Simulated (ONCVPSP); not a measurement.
What the settings do to the ONCV potential of Br

Base potential:

Br, optimised norm-conserving Vanderbilt (ONCV), made with ONCVPSP 4.0.1 (PBEsol, scalar-relativistic). Core [Ne] 3s2, reference 3p6 3d10 4s2 4p5. Waves: 4s: rc 1.35 bohr, ncon 3, nbas 8, qcut 5.4 1/bohr, 2 projectors, debl 3.7 Ha; 3p+4p: rc 0.80 bohr, ncon 4, nbas 8, qcut 14 1/bohr, 2 projectors; 3d: rc 0.60 bohr, ncon 4, nbas 8, qcut 20.8 1/bohr, 2 projectors, debl 3.8 Ha. Local part: polynomial inside 0.60 bohr (lpopt 5, dvloc0 0 Ha). Core correction: Teter function, fcfact 5, rcfact 1.

All-electron outer shells of the reference configuration (PBEsol, scalar-relativistic, ld1.x):

```tsv
shell	level (eV)	outermost node (bohr)	outermost maximum (bohr)
2p	-1527.86	–	0.13
3s	-237.63	0.23	0.48
3p	-173.26	0.21	0.48
3d	-66.71	–	0.43
4s	-20.13	0.67	1.41
4p	-7.85	0.70	1.66
```

Cutoffs, loose and tight: the cutoffs (Ha) at which the residual kinetic energy of the hardest occupied pseudo-wave falls to 1 and 0.1 mHa per electron. They do not see the model core or the augmentation charge, which bear on the density cutoff. Test errors are all-electron minus pseudo excitation energies from the reference, over the configurations 3p6 3d10 4s2 4p4; 3p6 3d10 4s2 4p3; 3p6 3d10 4s2 4p2; 3p6 3d9 4s2 4p6. A dash means not determined; rows that change the core or the reference have their own tests.

A true bound ghost makes a file unfit for plane-wave use even where its test errors are small: the radial tests pick states by their node count and pass the ghost by.

```tsv
change	outcome	cutoff, loose	cutoff, tight	bound ghosts	GHOST(+) flags above zero	largest test error (meV)
base	generated	219 Ha	618 Ha	s	none	-88
all radii but the core radius scaled by about 0.87 (s 1.16, p 0.70, d 0.52 bohr); local potential polynomial inside 0.52 bohr (lpopt 5, dvloc0 0 Ha)	generated	754 Ha	906 Ha	s	s	-122
all radii but the core radius scaled by about 0.90 (s 1.22, p 0.72, d 0.54 bohr); local potential polynomial inside 0.54 bohr (lpopt 5, dvloc0 0 Ha)	generated	643 Ha	832 Ha	s	s	-94
all radii but the core radius scaled by about 1.05 (s 1.42, p 0.84, d 0.62 bohr); local potential polynomial inside 0.62 bohr (lpopt 5, dvloc0 0 Ha)	generated	208 Ha	541 Ha	s	none	-83
all radii but the core radius scaled by about 1.26 (s 1.70, p 1.00, d 0.76 bohr); local potential polynomial inside 0.76 bohr (lpopt 5, dvloc0 0 Ha)	generated	176 Ha	195 Ha	s	none	-27
all radii but the core radius scaled by about 1.33 (s 1.80, p 1.06, d 0.80 bohr); local potential polynomial inside 0.80 bohr (lpopt 5, dvloc0 0 Ha)	generated	170 Ha	188 Ha	s	none	-8.7
```

(1) What comes out with this change to the base: all radii but the core radius scaled by about 1.18 (s 1.60, p 0.94, d 0.70 bohr); local potential polynomial inside 0.70 bohr (lpopt 5, dvloc0 0 Ha)?

(2) What comes out with this change to the base: all radii but the core radius scaled by about 0.80 (s 1.08, p 0.64, d 0.48 bohr); local potential polynomial inside 0.48 bohr (lpopt 5, dvloc0 0 Ha)?

(3) What comes out with this change to the base: all radii but the core radius scaled by about 1.11 (s 1.50, p 0.88, d 0.66 bohr); local potential polynomial inside 0.66 bohr (lpopt 5, dvloc0 0 Ha)?

Results:

(1) outcome: generated; cutoff, loose: 188 Ha; cutoff, tight: 208 Ha; bound ghosts: s; GHOST(+) flags above zero: none; largest test error (meV): -53.

(2) outcome: generated; cutoff, loose: 945 Ha; cutoff, tight: 1096 Ha; bound ghosts: s; GHOST(+) flags above zero: s; largest test error (meV): -117.

(3) outcome: generated; cutoff, loose: 197 Ha; cutoff, tight: 267 Ha; bound ghosts: s; GHOST(+) flags above zero: none; largest test error (meV): -71.

Reading the sweep of the scale of all radii but the core radius (base = 1) (base included, trends over the rows without a ghost): Bound ghosts are found at 0.8, 0.87, 0.9, 1, 1.05, 1.11, 1.18, 1.26, 1.33. Every judged row has one, so this setting neither creates nor removes them.
